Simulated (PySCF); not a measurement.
Cd(Et)(iPr), C5H12Cd, SMILES [CH](C)([Cd][CH2]C)C at its GFN2-xTB optimised geometry (Å):

```
18

Cd    -0.5708    -1.2750     0.0000
C      1.6805    -1.2750     0.0000
C      2.0968     0.0492    -0.6407
H      2.1322    -2.1018    -0.5544
H      2.0611    -1.3149     1.0274
H      1.6848     0.9005    -0.0893
H      1.7580     0.1087    -1.6798
H      3.1860     0.1629    -0.6461
C     -2.1373     0.3350     0.0000
C     -1.9344     1.1521    -1.2757
C     -1.8294     1.1904     1.2291
H     -3.1860     0.0192     0.0490
H     -2.5582     2.0532    -1.2683
H     -0.8929     1.4778    -1.3724
H     -2.2024     0.5706    -2.1621
H     -2.0394     0.6421     2.1522
H     -2.4377     2.1018     1.2382
H     -0.7775     1.5012     1.2393
```

Level of theory: PBE0/def2-SVP, def2 effective core potentials past Kr run with PySCF. The core electrons that the potentials of Cd replace are not part of the density.

Map of the deformation density (molecule minus spherical neutral atoms) (e/bohr³) on the plane z = 0.8 Å:

```
|...............................|
|...............................|
|...............................|
|...............................|
|...............................|
|...............................|
|...............................|
|.......     ...................|
|......        .................|
|......  .:.     ...............|
|.....   -=. :.  ...............|
|.....   .-..=:   ..   .........|
|.....    =*:-.         ........|
|.....   .*#:            .......|
|....     :-.             ......|
|....       .             ......|
|.....     ...            ......|
|.....    ......... .:.   ......|
|...................-@#.  ......|
|...................=@#.  ......|
|....................::. .......|
|...........   ....      .......|
|............  .....    ........|
|...............................|
|...............................|
|...............................|
|...............................|
|...............................|
|...............................|
|...............................|
|...............................|
```
Scale: ten equal steps from -0.010 (start of ' ') to 0.072 (end of '@'), in the order ' .:-=+*#%@'; x runs from -5.50 to 5.50, y from -5.50 (bottom) to 5.50 (top).
